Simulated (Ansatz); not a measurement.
Abridged output of a molecular run in Ansatz:

```
Functional definition: HF
  name "HF"
  cite "Fock, Z. Phys. 61, 126 (1930) doi:10.1007/BF01340294"
  parent pbe
  exchange = exact_x
  correlation = 0
1392 factors; integrals over basis functions are off by at most 1.1e-3 eV
mean field evaluation 1: about -62322.2361 eV, gradient 4.0e1 eV
mean field evaluation 2: about -62322.6235 eV, gradient 4.0e1 eV
mean field evaluation 4: about -62326.1299 eV, gradient 4.4e0 eV
mean field evaluation 8: about -62326.2011 eV, gradient 7.0e-1 eV
mean field -62326.20229241 eV, -2290.4456880290 hartree, gradient 2.0e-6 eV, S^2 0.000000; 0 other end points of the search recorded, 0 dependent functions left out
16 core orbitals not correlated: weight in the atoms' cores, before any rotation towards them, 1.000 or more for the frozen orbitals, at most 0.000 for the correlated occupied ones
reference -62326.20229241 eV, -2290.4456880290 hartree; 16, 16 occupied and 192, 192 virtual orbitals, 1392 factors
second order -30.02741228 eV of doubles, -0.00000000 eV of singles
cycle   1  -28.53059260 eV  change     1.5e0 eV  update   1.4e-1
cycle   2  -29.40205982 eV  change   -8.7e-1 eV  update   5.3e-2
cycle   3  -29.60157085 eV  change   -2.0e-1 eV  update   2.5e-2
cycle   4  -29.56867815 eV  change    3.3e-2 eV  update   7.5e-3
cycle   5  -29.55938265 eV  change    9.3e-3 eV  update   3.2e-3
cycle   6  -29.56214111 eV  change   -2.8e-3 eV  update   1.1e-3
cycle   7  -29.56189292 eV  change    2.5e-4 eV  update   4.4e-4
cycle   8  -29.56148523 eV  change    4.1e-4 eV  update   1.5e-4
cycle   9  -29.56161358 eV  change   -1.3e-4 eV  update   5.3e-5
cycle  10  -29.56167443 eV  change   -6.1e-5 eV  update   2.1e-5
cycle  11  -29.56163517 eV  change    3.9e-5 eV  update   9.3e-6
perturbative correction -1.12427867 eV, -0.0413164791 hartree
Total energy: -62356.88820625 eV, -2291.5733745628 hartree
```

Its atoms:

```xyz
8

S     0.549   -0.823    1.106
C     0.703    0.774    0.172
O    -0.179    0.846   -0.860
Zn   -0.995   -0.759   -1.202
H    -0.561   -0.490    1.786
H     1.754    0.767   -0.149
H     0.572    1.582    0.902
H    -1.843   -1.897   -1.755
```

Task: Which basis set was used?
A. def2-TZVPP
B. cc-pV(D+d)Z
C. def2-SVPD
D. cc-pV(Q+d)Z

Result: A. It gives 224 functions.

Task: Write the keys of the input that set method, charge and spin (a neutral closed shell needs none for the last two).

Result: 
```yaml
correlation: {method: ccsd_t, frozen_orbitals: {C: 1, H: 0, O: 1, S: 5, Zn: 9}}
```
